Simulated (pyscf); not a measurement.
`[BH]=[O]` → `[B][OH]` [singlet], a hydrogen shift (singlet surface; B–H broken, H–O formed). Single points on ωB97X-D3(BJ)/def2-SVP structures (PySCF, gas phase). Correlated levels are frozen-core, on RHF or UHF. ΔMP2 is the change of the MP2 total energy from the triple- to the quadruple-zeta basis. Energies in kcal/mol from the reactant's lowest minimum found.

Small-basis levels: PySCF, no dispersion term, spherical d functions. 

### Question
In single points B3LYP/LANL2DZ puts the saddle at 86.8 kcal/mol and the reaction energy at +50.6 kcal/mol. Should these be trusted to within a few kcal/mol? Compare with CCSD(T)/def2-TZVPP + ΔMP2(QZVPP).

### Answer
CCSD(T)/def2-TZVPP + ΔMP2(QZVPP) gives ΔE‡ = 74.1 kcal/mol and ΔE = +44.4 kcal/mol. B3LYP/LANL2DZ lies 12.7 kcal/mol over it in the barrier and 6.2 kcal/mol over it in the reaction energy, so on this step it does not hold to within 3.0 kcal/mol. CCSD(T)/def2-TZVPP + ΔMP2(QZVPP) has limits of its own. The CCSD(T) − MP2 part came from Ansatz, without density fitting, on the same reference.
